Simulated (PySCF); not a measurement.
System: sum formula BNHCl$_{2}$, net charge 0, doublet state. It need not be the lowest isomer of its formula. SMILES: [NH]B(Cl)Cl
Coordinates optimised at B3LYP-D3(BJ)/def2-TZVP (Ansatz):
```xyz
5

N     -1.6603    -0.5804    -0.2428
B     -0.3578    -0.1258    -0.0276
Cl     0.9738    -1.2807    -0.0030
Cl    -0.0479     1.6060     0.0832
H     -2.3287    -0.8384     0.4747
```
Charge 0, spin multiplicity 2.

Dispersion corrections to the total energy (kcal/mol) from the dftd3 and dftd4 libraries through PySCF: D3(BJ) without and D4 with the three-body term, each with the damping fitted for the functional named.

| functional | D3(BJ) | D4 |
|---|---|---|
| HSE06 | -1.91 | -2.23 |
| PBE0 | … | -2.39 |
| B3LYP | -5.05 | -4.69 |
| TPSSh | -3.25 | … |
| LC-wPBE | -2.72 | -3.20 |
| CAM-B3LYP | -2.29 | … |
| PBE | -2.70 | -2.85 |

Task: Some entries are withheld; supply them.

Result: 
- PBE0, D3(BJ): -2.41
- TPSSh, D4: -3.48
- CAM-B3LYP, D4: -2.43
